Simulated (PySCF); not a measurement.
# Orbital energies and ionisation energy

(H2In-mu-OH)3.
Z-matrix (Å and degrees, PBE0-D3(BJ)/def2-SVP geometry), rows numbered from 1:
```
In
H   1  1.7252
H   1  1.7125  2  137.64
O   1  2.1630  2  103.58  3   130.34
In  4  2.1633  1  127.75  2   160.30
H   5  1.7125  4  103.77  1    50.10
H   5  1.7245  4  103.71  1  -161.63
O   5  2.1630  4   96.05  1   -55.85
In  8  2.1621  5  127.14  4    56.50
H   9  1.7123  8  104.66  5    50.37
H   9  1.7255  8  103.41  5  -161.64
O   1  2.1623  2  103.50  3  -130.28
H   4  0.9633  1  113.08  2     8.91
H   8  0.9632  5  113.42  4   -93.80
H  12  0.9634  1  112.81  2   -10.73
```

Level: CAM-B3LYP/def2-SVPD (PySCF). Frontier orbitals with their largest atomic shares (Löwdin; up to four atoms above 4 %):

```csv
orbital,ε (eV),main atoms
HOMO−3,-10.05,"O4 18 %, O8 17 %, In5 15 %, O12 13 %"
HOMO−2,-9.76,"In5 14 %, In9 12 %, In1 11 %, H6 11 %"
HOMO−1,-9.56,?
HOMO,-9.55,?
LUMO,0.12,"In5 18 %, In9 18 %, In1 18 %, O8 6 %"
LUMO+1,0.23,"In1 26 %, In5 20 %, In9 11 %, O4 11 %"
LUMO+2,0.24,"In9 27 %, In5 18 %, In1 13 %, O8 10 %"
```

Task: What vertical ionisation energy does ΔSCF give, and how far is −ε(HOMO) from it?

Result: ΔSCF: 10.28 eV (992 kJ/mol; threshold wavelength 121 nm); ⟨S²⟩ of the doublet left behind is 0.768, against 0.75 for a pure doublet. −ε(HOMO) is 9.55 eV, 0.73 eV below it. In exact Kohn–Sham theory the two would be equal; CAM-B3LYP (range-separated hybrid) falls short of its own ΔSCF value by 7 %.

Task: On which atoms does the HOMO lie?

Result: HOMO: In9 25 %, H11 23 %, H10 14 %, In5 10 %; HOMO−1: In1 23 %, H2 21 %, In5 14 %, H3 13 %. These 2 orbitals lie within 0.02 eV of one another. The HOMO−2 lies 0.21 eV lower.

Task: What total energies stand behind the ΔSCF value?

Result: E(N) = -801.26991 Eh and E(N − 1) = -800.89204 Eh at the same geometry, 0.37787 Eh apart.

Task: Shift the occupied levels rigidly so that −ε(HOMO) equals the ΔSCF value. What binding energies result?

Result: The shift is +0.73 eV: HOMO 10.28, HOMO−1 10.29, HOMO−2 10.49, HOMO−3 10.78 eV. A rigid shift is only a rough guide to the deeper ionisations.

One conformer (not necessarily the lowest) at the PBE0-D3(BJ)/def2-SVP geometry, without solvent, vibrations or thermal averaging. Atoms past krypton carry effective core potentials; spin–orbit coupling is left out.
